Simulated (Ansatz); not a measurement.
Wavefunction ladder for Cl$_{3}$HOSi (`O[Si](Cl)(Cl)Cl`)

Z-matrix (Å, degrees):
```
Si
Cl 1 2.031
Cl 1 2.031 2 107.8
O 1 1.616 2 111.3 3 122.3
Cl 1 2.017 2 109.9 3 -119.8
H 4 0.960 1 118.4 2 -60.4
```

The species carries charge 0 and has multiplicity 1. The geometry is a stationary point of PBE0-D4/def2-TZVP. It is one conformer, not always the lowest. Frozen core, restricted reference, Ansatz. CBS rows extrapolate triple and quadruple zeta; past MP2 they add the triple-zeta difference.

| basis | HF (Eh) | MP2 corr. | CCSD corr. | (T) | CCSD(T) total |
| --- | --- | --- | --- | --- | --- |
| def2-SVP | -1742.49883 | ? | ? | -0.01530 | ? |
| def2-TZVPP | -1743.18548 | -0.91581 | ? | -0.04039 | ? |
| def2-QZVPP | -1743.23658 | -1.00552 | – | – | – |
| CBS(def2) | ? | -1.07197 | -1.11929 | as TZ | ? |

(1) Fill in the withheld values. (An estimate is asked.)

## Answers

(1) Computed: def2-SVP MP2 corr.: -0.66986; def2-SVP CCSD corr.: -0.71012; def2-SVP CCSD(T) total: -1743.22425; def2-TZVPP CCSD corr.: -0.96313; def2-TZVPP CCSD(T) total: -1744.18900; CBS(def2) HF (Eh): -1743.24362; CBS(def2) CCSD(T) total: -1744.40330.
